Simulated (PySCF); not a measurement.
Molecule: SMILES [BH3-]CC(F)(F)F, [C2H5BF3]-.

Numbering as in the mapped SMILES `[BH3-:1][CH2:2][C:3]([F:4])([F:5])[F:6]` (H(Xn): hydrogen on atom n).

Geometry PBE0-D3(BJ)/def2-SVP throughout; GIAO in PySCF 2.14, gas phase, one conformer, non-relativistic; equivalent atoms averaged; functional PBE0.

For orientation, IGLO-III gives these shifts δ (against BF3·OEt2, TMS, CFCl3 at the same level): B1 -39.6, C3 145.2, C2 27.9, F4/F5/F6 -70.5, H(C2) 0.97, H(B1) 0.74 ppm.

A run gave: B1 -37.3, C3 136.9, C2 24.3, F4/F5/F6 -64.1, H(C2) 0.69, H(B1) 0.56 ppm (shifts δ (against BF3·OEt2, TMS, CFCl3 at the same level)).

Q: Which basis set was used in that run?
A. cc-pVTZ
B. 6-31G
C. cc-pVDZ
D. aug-cc-pVDZ
E. def2-SVP

A: E. C2 tells them apart best: def2-SVP gives 24.3, cc-pVTZ gives 26.9, 6-31G gives 27.7, cc-pVDZ gives 27.6, aug-cc-pVDZ gives 26.4 ppm.
